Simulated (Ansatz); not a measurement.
`[AlH2][O]C[SiH2]S`, relaxed with RKS PBE0-D4/def2-TZVP in the Gaussian-basis code of Ansatz from a PBE-D4/def2-SVP geometry. The force threshold is 0.005 eV/Å; the program also tests the step.

Total charge 0; spin multiplicity 1.

Start:

```xyz
12

Al   -1.916    0.285   -1.487
O    -0.472    0.621   -0.599
C     0.809    0.016   -0.546
Si    1.072   -0.666    1.223
S     0.689    0.973    2.573
H    -1.899   -0.913   -2.544
H    -3.135    1.243   -1.142
H     0.931   -0.804   -1.296
H     1.596    0.775   -0.763
H     0.114   -1.815    1.419
H     2.475   -1.154    1.453
H    -0.264    1.440    1.709
```

Question: How much energy does the relaxation release, and in how many steps? (Best estimate.)

Answer: Computed: 1.34 kcal/mol, in 13 steps.

Question: Which bonds change most? (Estimate.)

Answer: The calculation gave: Al1–O2 from 1.728 to 1.694 Å; C3–Si4 from 1.914 to 1.888 Å; Si4–S5 from 2.157 to 2.134 Å; S5–H12 from 1.368 to 1.346 Å.

Question: Give the relaxed structure. (Estimate.)

Answer: The calculation gave: 
```xyz
12

Al   -1.883    0.253   -1.516
O    -0.494    0.620   -0.619
C     0.785    0.029   -0.556
Si    1.045   -0.635    1.193
S     0.845    0.965    2.590
H    -1.810   -0.937   -2.557
H    -3.142    1.153   -1.220
H     0.902   -0.784   -1.287
H     1.550    0.781   -0.786
H     0.028   -1.698    1.428
H     2.405   -1.202    1.386
H    -0.231    1.454    1.946
```
